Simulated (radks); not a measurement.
Results of a calculation; reference values are marked as such.
The mean radii <r> (bohr) of the occupied orbitals of an atom or ion are listed with their occupations. Code: a radial shooting solver on a logarithmic mesh with Libxc functionals. Model: Dirac Kohn-Sham, PBE, spin-unpolarised, spherical densities, point nucleus.

| orbital | occ. | <r> |
|---|---|---|
| 1s1/2 | 2 | 0.04020 |
| 2s1/2 | 2 | 0.1707 |
| 2p1/2 | 1.33333 | 0.1452 |
| 2p3/2 | 2.66667 | 0.1488 |

Name the element and its charge. Open shells, if any, are shared by 2j + 1.

Answer. Z = 37, rubidium, charge +29: Rb29+ in [He] 2s2 2p4. The 1s radius gives Z: for a bare nucleus <r> = (2 gamma + 1)/(2Z) with gamma = sqrt(1 - (Z/c)^2), 0.03954 bohr for Z = 37, and screening makes it slightly larger (0.04020 here). The occupations add up to 8, and the charge is Z minus that.
